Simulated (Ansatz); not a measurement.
Isolated molecules relaxed with PBE0-D4/def2-TZVP in Ansatz; ΔE leaves out vibrations. CBS: MP2 limit from def2 TZ/QZ plus the TZ coupled-cluster correction, frozen cores. This one scheme is used for every species. DFT in def2-TZVPP. Elements past krypton have def2 core potentials. For Sn outer-core shells are correlated without core-valence functions, which leaves a few kJ/mol of doubt a bond. Each species was taken in one conformer, which may not be the lowest.

Reaction (ligand exchange at the Sn–N bond): `C[NH][SnH2][F]` + H–F → `[F][SnH2][F]` + CH₃NH₂

```tsv
species	revPBE-D4 energy (Eh)
`C[NH][SnH2][F]`	-410.70881
H–F	-100.45779
`[F][SnH2][F]`	-415.31085
CH₃NH₂	-95.87653
```

Problem. Work out ΔE.

Solution. ΔE = (-415.31085) + (-95.87653) − (-410.70881) − (-100.45779) = -0.02078 Eh = -54.6 kJ/mol. CCSD(T)/CBS gives -48.2 kJ/mol.

Problem. What do rigid-rotor, harmonic-oscillator terms from PBE0-D4/def2-TZVP frequencies (298.15 K, 1 bar) make of the CCSD(T)/CBS value? (Best estimate.)

Solution. Ansatz gave: ΔZPE = +7.2 kJ/mol, ΔH = -44.4 kJ/mol, ΔS = 11 J/(mol·K), ΔG = -47.6 kJ/mol.

Largest T1 diagnostic among the species: 0.014.

From r2SCAN to r2SCAN0 (25 % exact exchange), in def2-TZVPP and without D4, ΔE moves by +4.1 kJ/mol. Leaving LDA and LC-ωPBE aside and taking each functional with its dispersion term where it has one, the values, not all of them listed here, spread over 19.5 kJ/mol, from B97M-V to PBE-QIDH. LDA lies +13.8 kJ/mol from PBE without D4.
